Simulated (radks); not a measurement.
Problem. Radial electron density D(r) = 4 pi r^2 rho(r) of an atom or ion with 4 electrons. Calculated with a radial shooting solver on a logarithmic mesh with Libxc functionals: Dirac Kohn-Sham, relativistic LDA (MacDonald-Vosko exchange, VWN5 correlation), spin-unpolarised, spherical densities, finite nucleus; Fermi nuclear charge, rms radius of each element as measured or else 0.836 A^(1/3) + 0.57 fm.

| r (bohr) | D(r) (e/bohr) |
|---|---|
| 0.001831 | 10.62 |
| 0.002218 | 14.18 |
| 0.002688 | 18.75 |
| 0.00323 | 24.21 |
| 0.003914 | 31.12 |
| 0.004705 | 38.89 |
| 0.005701 | 48.00 |
| 0.006908 | 57.61 |
| 0.008303 | 66.48 |
| 0.01006 | 74.15 |
| 0.01209 | 78.57 |
| 0.01465 | 78.63 |
| 0.01775 | 73.08 |
| 0.02134 | 62.73 |
| 0.02586 | 48.56 |
| 0.03133 | 34.38 |
| 0.03766 | 24.43 |
| 0.04563 | 20.21 |
| 0.05485 | 21.45 |
| 0.06646 | 24.57 |
| 0.08053 | 24.96 |
| 0.0968 | 20.74 |
| 0.1173 | 13.23 |
| 0.1421 | 6.226 |
| 0.1708 | 2.165 |
| 0.207 | 0.4769 |
| 0.2488 | 0.07013 |
| 0.3015 | 0.005299 |

What is the nuclear charge?

Solution. Z = 64. The innermost maximum, from 1s, lies near gamma/Z bohr with gamma = sqrt(1 - (Z/c)^2) = 0.884, here 0.0138 bohr (found: 0.0133), and its height grows with Z. The density is that of the gadolinium ion Gd60+ in [He] 2s2; the configuration itself is not fixed sharply by these data, and Z only to a few units. D(r) has 2 maxima, at r = 0.0133, 0.0743 bohr, and minima at 0.0471 bohr, inside which lie 2.10 electrons.
